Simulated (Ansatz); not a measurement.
`C[Si]Br` + NH₃ → `N[Si]Br` + CH₄ at 298.15 K and 1 bar (ligand exchange at the Si–C bond).

Program: Ansatz. Geometries: PBE0-D4/def2-TZVP. ΔE: electronic, gas phase. CCSD(T)/CBS adds triple-zeta CCSD(T) − MP2 to the extrapolated MP2 energy (def2 sets, frozen cores). This one scheme is used for every species. For Br outer-core shells are correlated without core-valence functions, which leaves a few kJ/mol of doubt a bond. Scalar relativity is left out up to krypton. One conformer a species, not always the lowest.

```tsv
species	CCSD(T)/CBS energy (Eh)	H − E (kJ/mol)	S (J/(mol·K))
`C[Si]Br`	-2902.25975	111.1	309.6
NH₃	-56.50880	100.5	192.4
`N[Si]Br`	-2918.35423	86.0	293.9
CH₄	-40.46206	127.4	186.2
```

H − E and S are ideal-gas, rigid-rotor, harmonic terms from PBE0-D4/def2-TZVP, for one conformer and one mirror image of each species. 1 Eh = 2625.50 kJ/mol, R = 8.31446 J/(mol·K).

**Question.** By hand: ΔE, ΔH, ΔS and ΔG.

**Answer.** ΔE = (-2918.35423) + (-40.46206) − (-2902.25975) − (-56.50880) = -0.04774 Eh = -125.3 kJ/mol. Δ(H − E) = 86.0 + 127.4 − 111.1 − 100.5 = 1.8, so ΔH = -123.5 kJ/mol. ΔS = 293.9 + 186.2 − 309.6 − 192.4 = -21.9 J/(mol·K). ΔG = -123.5 − 298.15 × (-21.9)/1000 = -117.0 kJ/mol.

**Question.** By hand: the equilibrium constant, and the temperature at which ΔG would vanish if ΔH and ΔS stayed fixed.

**Answer.** log₁₀ K = −ΔG/(RT ln 10) = 20.5. ΔG = 0 at ΔH/ΔS = 5639 K, far beyond where these terms or the molecules hold.

ΔH outweighs TΔS. A doubt of 5 kJ/mol in ΔE shifts log₁₀ K by 0.9 here. Other conformers and mirror images would add mixing entropy, several J/(mol·K) or more a flexible species. These are equilibria of isolated gas molecules and say nothing of rates. Largest T1 diagnostic: 0.011 (customary marks: 0.02 for closed shells, 0.045 for open ones).
